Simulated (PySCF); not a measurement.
## Electron affinity of Se by level of theory

Se- [Ar] 3d10 4s2 4p5 (2P) → Se [Ar] 3d10 4s2 4p4 (3P), as a difference of total energies. Calculation: PySCF 2.14, in aug-cc-pwCVTZ-PP with ECP10MDF; scalar relativity through the core potential. Correlated levels: valence and next inner shell: nothing frozen outside the core potential. The calculations carry no spin-orbit coupling.

| method | electron affinity (eV) |
| --- | --- |
| UHF | 0.925 |
| MP2 (valence and next inner shell) | 1.882 |
| SCS-MP2 (valence and next inner shell) | 1.868 |
| CCSD (valence and next inner shell) | 1.825 |
| CCSD(T) (valence and next inner shell) | 1.910 |

Task: How much does correlation contribute at CCSD(T) (valence and next inner shell)?

Result: 1.910 − (0.925) = 0.985 eV, measured against UHF.

The reference lies between the lowest fine-structure levels, while these numbers refer to the centres of the terms.

Errors of the correlated levels include the incompleteness of this basis.

For comparison: 2.021 eV (measured; photodetachment measurements, as compiled on the Wikipedia data page of electron affinities).
